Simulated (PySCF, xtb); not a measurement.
silolane (C₄H₁₀Si), SMILES C1CC[SiH2]C1. The values are those of a single conformer.

Harmonic wavenumbers (cm⁻¹) from GFN2-xTB in xtb at its own minimum, in rising order: 120, 261, 400, 455, 511, 520, 646, 703, 724, 750, 781, 816, 897, 930, 963, 1030, 1055, 1108, 1124, 1200, 1218, 1274, 1278, 1325, 1338, 1483, 1488, 1499, 1509, 2236, 2243, 2955, 2960, 2974, 2977, 2979, 2985, 3008, 3010.

What does PBE-D3(BJ)/def2-SVP (PySCF) give at its own minimum? (The exact figures need the calculation; the answer reports its results.)

106, 266, 402, 440, 510, 553, 637, 662, 734, 748, 814, 853, 870, 920, 929, 939, 1013, 1024, 1062, 1127, 1174, 1227, 1229, 1279, 1300, 1373, 1376, 1411, 1422, 2147, 2151, 2958, 2961, 2987, 2987, 3014, 3019, 3057, 3057. Paired by order, the mean absolute difference is 42 cm⁻¹ and the zero-point energies are 79.7 and 78.2 kcal/mol.
